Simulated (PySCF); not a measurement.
PySCF input (M06-2X/def2-TZVPD):

```python
from pyscf import gto, scf, dft

mol = gto.M(
    atom='''
    C    -1.34361278    0.05966313   -0.07697679
    C    -0.72084095   -1.30222511   -0.05366707
    C     0.60079069   -1.36266177    0.02203418
    C     1.34345285   -0.06321322    0.07693465
    S     0.05620745    1.24769834    0.01481050
    H    -1.91518948    0.22956289   -0.99222903
    H    -2.01684264    0.21323072    0.76944572
    H    -1.35228589   -2.18149495   -0.09825461
    H     1.15058195   -2.29594815    0.04510622
    H     1.92701238    0.03288287    0.99534433
    H     2.02866554    0.04921504   -0.76633042
    ''',
    basis='def2-tzvpd',
    charge=0,
    spin=0,
    verbose=4,
)

mf = dft.RKS(mol, xc='m062x').density_fit(auxbasis='def2-universal-jkfit')
mf.grids.level = 4
mf.conv_tol = 1e-9
mf.max_cycle = 100
mf.max_memory = 1500
mf.kernel()
if not mf.converged:
    mf = mf.newton()
    mf.kernel(mf.make_rdm1())
mf.analyze()
```

End of the output:

```
Extra cycle  E= -554.183993247375  delta_E= -9.09e-13  |g|= 8.74e-07  |ddm|= 8.06e-06
converged SCF energy = -554.183993247375
**** SCF Summaries ****
Total Energy =                        -554.183993247374929
Nuclear Repulsion Energy =             215.945730557811373
One-electron Energy =                -1187.717408031384593
Two-electron Energy =                  417.587684226198292
Two-electron Coulomb Energy =          467.169193343053678
DFT Exchange-Correlation Energy =      -49.581509116855372
HOMO-LUMO gap [eV] =                     7.888683846108693
**** MO energy ****
MO #1   energy= -89.8882606110112  occ= 2
MO #2   energy= -10.5680015188144  occ= 2
MO #3   energy= -10.567986281924   occ= 2
MO #4   energy= -10.5496414844082  occ= 2
MO #5   energy= -10.5484538618284  occ= 2
MO #6   energy= -8.24640213582494  occ= 2
MO #7   energy= -6.16623436769536  occ= 2
MO #8   energy= -6.16424457898418  occ= 2
MO #9   energy= -6.1607318668419   occ= 2
MO #10  energy= -0.951183138732418 occ= 2
MO #11  energy= -0.824050247988271 occ= 2
MO #12  energy= -0.813307065184223 occ= 2
MO #13  energy= -0.671087904012346 occ= 2
MO #14  energy= -0.622086634455048 occ= 2
MO #15  energy= -0.569627425187736 occ= 2
MO #16  energy= -0.526111715875285 occ= 2
MO #17  energy= -0.488424068987744 occ= 2
MO #18  energy= -0.464246151567334 occ= 2
MO #19  energy= -0.432410734091928 occ= 2
MO #20  energy= -0.418033416273187 occ= 2
MO #21  energy= -0.367645176204643 occ= 2
MO #22  energy= -0.324505892980813 occ= 2
MO #23  energy= -0.273006485774907 occ= 2
MO #24  energy= 0.0168973008352501 occ= 0
MO #25  energy= 0.0205302823371486 occ= 0
MO #26  energy= 0.0303250924849668 occ= 0
MO #27  energy= 0.0361301331547254 occ= 0
MO #28  energy= 0.0400740420244814 occ= 0
MO #29  energy= 0.0476771686473502 occ= 0
MO #30  energy= 0.0504712067358036 occ= 0
MO #31  energy= 0.0767222487122671 occ= 0
MO #32  energy= 0.0832380387951623 occ= 0
MO #33  energy= 0.0964310770498174 occ= 0
MO #34  energy= 0.106940225704359  occ= 0
MO #35  energy= 0.111250183702223  occ= 0
MO #36  energy= 0.134756913863991  occ= 0
MO #37  energy= 0.148211547266159  occ= 0
MO #38  energy= 0.156858479175425  occ= 0
MO #39  energy= 0.163242330029223  occ= 0
MO #40  energy= 0.164648972520197  occ= 0
MO #41  energy= 0.180283221782616  occ= 0
MO #42  energy= 0.182910699092794  occ= 0
MO #43  energy= 0.184002289374197  occ= 0
MO #44  energy= 0.198635076444763  occ= 0
MO #45  energy= 0.215116156898688  occ= 0
MO #46  energy= 0.221477937095608  occ= 0
MO #47  energy= 0.229392010642979  occ= 0
MO #48  energy= 0.237743465590859  occ= 0
MO #49  energy= 0.240866274431204  occ= 0
MO #50  energy= 0.246019406287601  occ= 0
MO #51  energy= 0.251368345866006  occ= 0
MO #52  energy= 0.253348205540652  occ= 0
MO #53  energy= 0.278495469237433  occ= 0
MO #54  energy= 0.279989229782398  occ= 0
MO #55  energy= 0.282245043411202  occ= 0
MO #56  energy= 0.286673593895126  occ= 0
MO #57  energy= 0.297631043532789  occ= 0
MO #58  energy= 0.305869559953576  occ= 0
MO #59  energy= 0.311057195342054  occ= 0
MO #60  energy= 0.319323378387345  occ= 0
MO #61  energy= 0.328795320843525  occ= 0
MO #62  energy= 0.330495323906876  occ= 0
MO #63  energy= 0.334243381834106  occ= 0
MO #64  energy= 0.33804819349526   occ= 0
MO #65  energy= 0.357435936349221  occ= 0
MO #66  energy= 0.359236272670342  occ= 0
MO #67  energy= 0.374428379893736  occ= 0
MO #68  energy= 0.387161201257367  occ= 0
MO #69  energy= 0.39501713072545   occ= 0
MO #70  energy= 0.395315161401317  occ= 0
MO #71  energy= 0.397365990775583  occ= 0
MO #72  energy= 0.40382940161262   occ= 0
MO #73  energy= 0.408766444188232  occ= 0
MO #74  energy= 0.423814789483055  occ= 0
MO #75  energy= 0.424970148826331  occ= 0
MO #76  energy= 0.427662935215602  occ= 0
MO #77  energy= 0.435168940351531  occ= 0
MO #78  energy= 0.449757361988528  occ= 0
MO #79  energy= 0.460515413453089  occ= 0
MO #80  energy= 0.461276202764005  occ= 0
MO #81  energy= 0.479261430081755  occ= 0
MO #82  energy= 0.499692082149457  occ= 0
MO #83  energy= 0.518361429199712  occ= 0
MO #84  energy= 0.533247924856059  occ= 0
MO #85  energy= 0.534799023477328  occ= 0
MO #86  energy= 0.549710168838706  occ= 0
MO #87  energy= 0.560748992362543  occ= 0
MO #88  energy= 0.56372246031962   occ= 0
MO #89  energy= 0.567813621068182  occ= 0
MO #90  energy= 0.568164640818803  occ= 0
MO #91  energy= 0.571057520382141  occ= 0
MO #92  energy= 0.631335927535332  occ= 0
MO #93  energy= 0.636789715308653  occ= 0
MO #94  energy= 0.637041054979699  occ= 0
MO #95  energy= 0.652384398713702  occ= 0
MO #96  energy= 0.659279015207327  occ= 0
MO #97  energy= 0.665583333916469  occ= 0
MO #98  energy= 0.692676623045519  occ= 0
MO #99  energy= 0.693535889321758  occ= 0
MO #100 energy= 0.70075056402196   occ= 0
MO #101 energy= 0.705701916798962  occ= 0
MO #102 energy= 0.723414534909812  occ= 0
MO #103 energy= 0.723842364316835  occ= 0
MO #104 energy= 0.725111018750627  occ= 0
MO #105 energy= 0.740004460246326  occ= 0
MO #106 energy= 0.748125791089335  occ= 0
MO #107 energy= 0.771885980192454  occ= 0
[...]
```
